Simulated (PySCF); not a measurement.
**ZrI₃: from structure and modes to constants**

Level of theory: PySCF, UPBE, basis Zr def2-SVP with ECP28, I def2-SVP with ECP28 (scalar-relativistic core potentials, no spin–orbit coupling, density fitting).

The doublet minimum has D3h symmetry. Masses (u): Zr 89.90470, I 126.90447.

```xyz
4
charge 0 multiplicity 2, angstrom
Zr    0.0000    0.0000    0.0000
I     2.6999    0.0000    0.0000
I    -1.3499    2.3382    0.0000
I    -1.3500   -2.3382    0.0000
```

Harmonic wavenumbers (cm⁻¹): 40.1 (e', ×2), 43.9 (a2'', ×1), 153.2 (a1', ×1), 262.1 (e', ×2).

**Question.** Find the principal moments of inertia and the rotational constants. What kind of rotor is it?

**Answer.** About the centre of mass I = 1387.6, 1387.6, 2775.2 u Å². With B = 16.8576/I this gives 0.01215, 0.01215, 0.006074 cm⁻¹. The molecule is an oblate symmetric top.

**Question.** Find the vibrational entropy and heat capacity at 298.15 K.

**Answer.** With u = 1.43878 ω/T, each mode gives S = R[u/(eᵘ−1) − ln(1−e⁻ᵘ)] and C = R u² eᵘ/(eᵘ−1)².
| ω (cm⁻¹) | u | S (J/(mol K)) | C (J/(mol K)) |
| --- | --- | --- | --- |
| 40.1 (×2) | 0.194 | 21.98 | 8.29 |
| 43.9 | 0.212 | 21.23 | 8.28 |
| 153.2 | 0.739 | 11.01 | 7.95 |
| 262.1 (×2) | 1.265 | 6.89 | 7.29 |
The sums over all modes are S = 90.0 and C = 47.4 J/(mol K); the softest mode gives 24 % of the entropy (each member, where degenerate).

**Question.** Give the standard entropy (298.15 K, 1 bar) by its translational, rotational, vibrational and spin parts, and Cp.

**Answer.** Sackur–Tetrode with M = 470.62 u gives 185.6; rotation with symmetry number 6 gives 126.7; vibration 90.0; spin R ln 2 = 5.8. The total is 408.1 J/(mol K), and Cp = 4 R + 47.4 = 80.6 J/(mol K).

This need not be the most stable arrangement of these atoms. Other spin states or occupations of the open shell can lie lower. Spin–orbit coupling, left out here, can matter for elements this heavy.
